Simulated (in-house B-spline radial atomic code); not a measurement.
# Si: [Ne] 3s2 3p2

Computed with a B-spline radial code for spherical atoms: Dirac-Kohn-Sham B97-1, spherical fractional occupations, Fermi nucleus of rms radius 3.1224 fm.

Effective charges: Z_r = [3n² - l(l+1)]/(2<r>) from the radius, Z_e = n√(-2ε) from the energy, and Slater's rules. Values are occupation-weighted means over j.

| shell | electrons | ε (eV) | <r> (bohr) | Z_r | Z_e | Slater |
| --- | --- | --- | --- | --- | --- | --- |
| 1s | 2 | -1805.7 | 0.1112 | 13.49 | 11.52 | 13.70 |
| 2s | 2 | -146.2 | 0.566 | 10.60 | 6.56 | 9.85 |
| 2p | 6 | -100.45 | 0.5365 | 9.32 | 5.43 | 9.85 |
| 3s | 2 | -11.984 | 2.163 | 6.24 | 2.82 | 4.15 |
| 3p | 2 | -3.8834 | 2.851 | 4.38 | 1.60 | 4.15 |

The least bound orbital is 3p3/2 at -3.873 eV, and it is also the most diffuse (<r> = 2.854 bohr).

Spin-orbit splittings of the orbital energies (j = l + 1/2 above j = l - 1/2 when positive): 2p 0.6561 eV, 3p 0.03055 eV.

For the 1s electron the small component carries 0.246 % of the norm, the zero-frequency Breit interaction raises the level by 1.125 eV, self-energy by 0.4795 eV, and vacuum polarisation lowers it by 0.02977 eV.

Caution: exact exchange at fractional occupations of open shells leaves self-interaction of up to several eV.
